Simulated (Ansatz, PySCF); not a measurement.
C₃H₇NSi₂, SMILES C1(N=C[SiH2][SiH2]1)=C. Atoms are numbered in the order given.

```xyz
13

C      0.8815    -1.7716    -1.6892
C      0.3376    -0.9320    -0.7838
N     -0.7888    -1.3820    -0.0648
C     -1.3408    -0.6186     0.8132
Si    -0.6717     1.1475     1.1878
Si     0.9932     0.8368    -0.4056
H      1.7559    -1.4898    -2.2826
H      0.4444    -2.7649    -1.8426
H     -2.2178    -1.0405     1.3346
H     -1.7102     2.1858     0.9080
H     -0.2455     1.2679     2.6156
H      0.9230     1.7256    -1.6038
H      2.3951     0.8142     0.1088
```

Geometry optimised at r2SCAN-D4/def2-SVP. This is a generated structure with no PubChem entry under its InChIKey; it may be hypothetical.

Two levels are set side by side: PBE-D3(BJ)/def2-SVP (Ansatz, a program for electronic structure) and r2SCAN-D4/def2-SVP (Ansatz). Each level has its own optimised geometry; the coordinates shown are those of the second. Frequencies come from the Hessian of PySCF at each geometry. Differences are taken from unrounded values.

```json
[
 {"quantity": "mean bond length (Å)", "r2SCAN-D4": "1.499"},
 {"quantity": "bond C1–C2 (Å)", "r2SCAN-D4": "1.349"},
 {"quantity": "bond C2–N3 (Å)", "r2SCAN-D4": "1.410"},
 {"quantity": "bond C2–Si6 (Å)", "r2SCAN-D4": "1.924"},
 {"quantity": "bond N3–C4 (Å)", "r2SCAN-D4": "1.288"},
 {"quantity": "bond C4–Si5 (Å)", "r2SCAN-D4": "1.925"},
 {"quantity": "bond Si5–Si6 (Å)", "r2SCAN-D4": "2.325"},
 {"quantity": "bond C1–H7 (Å)", "r2SCAN-D4": "1.094"},
 {"quantity": "bond C1–H8 (Å)", "r2SCAN-D4": "1.096"},
 {"quantity": "bond C4–H9 (Å)", "r2SCAN-D4": "1.104"},
 {"quantity": "bond Si5–H10 (Å)", "r2SCAN-D4": "1.495"},
 {"quantity": "bond Si5–H11 (Å)", "r2SCAN-D4": "1.495"},
 {"quantity": "bond Si6–H12 (Å)", "r2SCAN-D4": "1.494"},
 {"quantity": "bond Si6–H13 (Å)", "r2SCAN-D4": "1.493"},
 {"quantity": "highest harmonic wavenumber (cm⁻¹)", "r2SCAN-D4": "3249"},
 {"quantity": "mean harmonic wavenumber (cm⁻¹)", "r2SCAN-D4": "1155"},
 {"quantity": "zero-point energy (kcal/mol)", "r2SCAN-D4": "54.48"}
]
```

**Question.** What does PBE-D3(BJ) give, and how far is it from r2SCAN-D4? (An estimate is asked for; the answer gives what the named calculation found.)

**Answer.** 
| quantity | PBE-D3(BJ) | PBE-D3(BJ) minus r2SCAN-D4 |
|---|---|---|
| mean bond length (Å) | 1.507 | 0.008 |
| bond C1–C2 (Å) | 1.356 | 0.006 |
| bond C2–N3 (Å) | 1.412 | 0.002 |
| bond C2–Si6 (Å) | 1.933 | 0.009 |
| bond N3–C4 (Å) | 1.294 | 0.006 |
| bond C4–Si5 (Å) | 1.934 | 0.009 |
| bond Si5–Si6 (Å) | 2.332 | 0.006 |
| bond C1–H7 (Å) | 1.101 | 0.007 |
| bond C1–H8 (Å) | 1.103 | 0.007 |
| bond C4–H9 (Å) | 1.111 | 0.007 |
| bond Si5–H10 (Å) | 1.505 | 0.011 |
| bond Si5–H11 (Å) | 1.505 | 0.011 |
| bond Si6–H12 (Å) | 1.504 | 0.010 |
| bond Si6–H13 (Å) | 1.504 | 0.010 |
| highest harmonic wavenumber (cm⁻¹) | 3179 | -70 |
| mean harmonic wavenumber (cm⁻¹) | 1124 | -31 |
| zero-point energy (kcal/mol) | 53.04 | -1.44 |
